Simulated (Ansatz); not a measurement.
`CO[SiH2]C` → `C[SiH3]` + `C=O`  (β-hydride elimination)

Isolated molecules relaxed with PBE0-D4/def2-TZVP in Ansatz; ΔE leaves out vibrations. CCSD(T)/CBS is the MP2 limit (def2-TZVPP, def2-QZVPP) plus CCSD(T) − MP2 in def2-TZVPP, frozen cores. This one scheme is used for every species. One conformer a species, not always the lowest.

`CO[SiH2]C`:

```xyz
12

C     1.509   -0.892   -0.731
O     0.760   -0.967    0.457
Si   -0.159    0.279    1.015
C    -1.606    0.655   -0.098
H     2.153   -1.772   -0.789
H     2.144    0.002   -0.755
H     0.862   -0.881   -1.616
H     0.689    1.503    1.135
H    -0.621   -0.146    2.359
H    -1.277    0.974   -1.090
H    -2.205    1.464    0.328
H    -2.250   -0.220   -0.215
```

`C[SiH3]`:

```xyz
8

C    -0.549    0.464    0.677
Si    0.491   -0.415   -0.606
H     0.072    0.816    1.504
H    -1.309   -0.206    1.085
H    -1.055    1.327    0.241
H     1.528    0.499   -1.158
H    -0.356   -0.892   -1.733
H     1.178   -1.592   -0.010
```

`C=O`:

```xyz
4

C    -0.003   -0.003   -0.002
O     0.824    0.730    0.453
H    -1.087    0.159    0.164
H     0.266   -0.886   -0.615
```

```json
{"species": "`CO[SiH2]C`", "CCSD(T)/CBS(def2) energy (Eh)": "-445.20896"}
{"species": "`C[SiH3]`", "CCSD(T)/CBS(def2) energy (Eh)": "-330.73916"}
{"species": "`C=O`", "CCSD(T)/CBS(def2) energy (Eh)": "-114.39408"}
```

(1) Work out ΔE.

Largest T1 diagnostic among the species: 0.015.

Answers

(1) ΔE = (-330.73916) + (-114.39408) − (-445.20896) = 0.07572 Eh = +198.8 kJ/mol.

At CCSD(T), def2-SVP lies −37.1 kJ/mol from the extrapolated value and def2-TZVPP −7.8 kJ/mol. In def2-TZVPP, CCSD(T) changes the Hartree–Fock value by +11.7 kJ/mol (the triples alone add −1.4 kJ/mol) and MP2 by +22.3 kJ/mol. From r2SCAN to r2SCAN0 (25 % exact exchange), in def2-TZVPP and without D4, ΔE moves by +10.0 kJ/mol.
